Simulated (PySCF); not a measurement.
**Argon: a sound run and one with changed settings**

Sound run: Ar²⁺ [Ne] 3s2 3p4, Ar³⁺ [Ne] 3s2 3p3. Computed with PySCF 2.14 in pcseg-2 (5s4p2d1f, 34 functions), with no relativity, point nucleus. The sound run starts from symmetry-adapted Hartree-Fock orbitals and uses a fine grid where one is needed.

Changed run: radial step 0.3 in ln r (0.13 in the sound run). This setting is unsound on purpose.

| species | method | sound run (hartree) | changed run (hartree) | converged |
| --- | --- | --- | --- | --- |
| Ar²⁺ | UHF | -525.29946 | -525.29946 | yes |
| Ar²⁺ | BP86 | -525.99159 | -525.99085 | yes |
| Ar²⁺ | LDA | -524.32619 | -524.32633 | yes |
| Ar³⁺ | UHF | -523.85191 | -523.85191 | yes |
| Ar³⁺ | BP86 | -524.48807 | -524.48698 | yes |
| Ar³⁺ | LDA | -522.82523 | -522.82534 | yes |

Ionisation energy of Ar²⁺:

```json
{"method": "UHF", "sound run (eV)": "39.390", "changed run (eV)": "39.390"}
{"method": "BP86", "sound run (eV)": "40.913", "changed run (eV)": "40.922"}
{"method": "LDA", "sound run (eV)": "40.843", "changed run (eV)": "40.844"}
```

A coarse radial grid mis-integrates the density and the exchange-correlation energy, with errors of either sign; Hartree-Fock needs no grid.

For comparison, NIST gives 40.735 ± 0.012 eV between the lowest levels.
